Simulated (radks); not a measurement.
Radial electron density D(r) = 4 pi r^2 rho(r) of an atom or ion with 4 electrons. All-electron calculation, Dirac Kohn-Sham, PBE, spin-unpolarised, spherical densities, point nucleus. Program: a radial shooting solver on a logarithmic mesh with Libxc functionals.

| r (bohr) | D(r) (e/bohr) |
|---|---|
| 0.007483 | 1.573 |
| 0.009067 | 2.190 |
| 0.01099 | 3.015 |
| 0.01331 | 4.097 |
| 0.01626 | 5.544 |
| 0.0197 | 7.268 |
| 0.02387 | 9.307 |
| 0.02892 | 11.58 |
| 0.03505 | 13.93 |
| 0.0428 | 16.13 |
| 0.05186 | 17.62 |
| 0.06284 | 18.08 |
| 0.07614 | 17.19 |
| 0.09226 | 14.89 |
| 0.1127 | 11.43 |
| 0.1365 | 7.929 |
| 0.1654 | 5.245 |
| 0.2005 | 4.053 |
| 0.2429 | 4.305 |
| 0.2943 | 5.177 |
| 0.3595 | 5.542 |
| 0.4356 | 4.736 |
| 0.5278 | 3.116 |
| 0.6395 | 1.522 |
| 0.7748 | 0.5268 |
| 0.9464 | 0.1127 |
| 1.147 | 0.01551 |
| 1.389 | 0.001182 |

What is the nuclear charge?

Answer. Z = 16. The innermost maximum, from 1s, lies near gamma/Z bohr with gamma = sqrt(1 - (Z/c)^2) = 0.993, here 0.0621 bohr (found: 0.0614), and its height grows with Z. The density is that of the sulfur ion S12+ in [He] 2s2; the configuration itself is not fixed sharply by these data, and Z only to about a unit. D(r) has 2 maxima, at r = 0.0614, 0.348 bohr, and minima at 0.212 bohr, inside which lie 2.07 electrons.
